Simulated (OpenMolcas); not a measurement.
Cr3+ with its 6 nearest oxide ions at 2.106 Å, on the Mg site of MgO (a = 4.2112 Å, distance in the model lattice 2.106 Å). The rest of the host is ab initio model potentials to 7.6 Å, with orthogonalisation functions on the cations behind the ligands, and point charges beyond; the distance is set by hand and nothing relaxes, and no local charge compensation is placed. Ligand basis ANO-RCC-VDZP.
```
Cr    0.0000    0.0000    0.0000
O     2.1060    0.0000    0.0000
O     0.0000    2.1060    0.0000
O    -2.1060    0.0000    0.0000
O     0.0000   -2.1060    0.0000
O     0.0000    0.0000    2.1060
O     0.0000    0.0000   -2.1060
```

- Program: OpenMolcas 26.06
- Method: SS-CASPT2, IPEA 0.25 Eh, imaginary shift 0.1 Eh (closed shells correlated: 3s 3p and the ligand valence shells)
- Basis: ANO-RCC-VTZP [6s5p3d2f1g]
- Scalar Hamiltonian: DKH2, point nucleus
- Active space: 3 electrons in 5 orbitals (3d)
- State averaging: 2S+1 = 4 even, 10 roots; 2S+1 = 2 even, 40 roots
- Spin-orbit coupling: RASSI with atomic mean-field integrals over the reference wave functions

What is the spin-free ground state (labels of O, the rotations of Oh)?

4A2, 1-fold in its orbital part; it has the highest spin that d3 allows.

Where is the first state of the same spin?

4T2 at 16400 cm-1 above the ground state.

What are the lowest two levels with spin-orbit coupling?

A 4-fold level Γ8, then a 4-fold level Γ8 12360 cm-1 above it. Their leading multiplicities are 4 (100 %) and 2 (99 %).

What is χT at 300 K, and how does it compare with the textbook value?

The lowest level has 2S+1 = 4, for which the spin-only value is χT = S(S+1) / 2 = 1.875 cm3 K/mol (g = 2). The computed 1.840 at 300 K differs by -0.035, through orbital momentum, spin-orbit coupling and any other state in reach.

Roots that are degenerate in the reference are averaged as groups; the widest CASPT2 spread within a group is 130 cm-1 (the 2-fold group of multiplicity 2 near 30100 cm-1 above the lowest state of its run). Shifts and gaps below about the spread of the groups concerned are not significant. Over all roots computed the reference weight is 0.69 to 0.70; a low but even weight reflects the number of correlated electrons. Ligand-to-metal charge-transfer states are missing. With no ligand orbital active B as a rule stays too high, so bands that hang on it stand too high and its fall with covalency is understated. With one d shell and no ligand orbital active, 10Dq can be off by a tenth or more. The distance lies 4 % over the 2.034 Å that this model takes as the normal distance (a Shannon-type radius plus a fixed donor radius, weighted with the host); by an R⁻⁵ law this alone changes a d-shell field by about -16 %. No measured value stands beside these numbers; the geometry was set by hand and not optimised.
